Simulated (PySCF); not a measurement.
Trend along the chalcogens: MCa molecules

PBE0 with triple-zeta basis sets in PySCF, for the lowest determinant that a PBE0 search found; no spin–orbit coupling. De refers to high-spin ground-configuration atoms. A positive dipole means M(−)Ca(+).

```csv
M,basis,state (unpaired electrons),Re (Å),ωe (cm⁻¹),De (eV),μ (D)
O,x2c-TZVPPall,singlet (closed shell),1.807,785,4.05,8.75
S,def2-TZVPP,singlet (closed shell),2.300,488,3.59,10.34
Se,def2-TZVPP,singlet (closed shell),2.435,370,3.25,10.46
```

The shortest bond is that of CaO (1.807 Å), the longest that of CaSe (2.435 Å). CaO is bound most strongly (4.05 eV) and CaSe least (3.25 eV).

The rows differ in basis set, which adds steps of its own.

Down a group the atoms grow and get heavier, so bonds lengthen and wavenumbers fall; this series shows no clear exception.
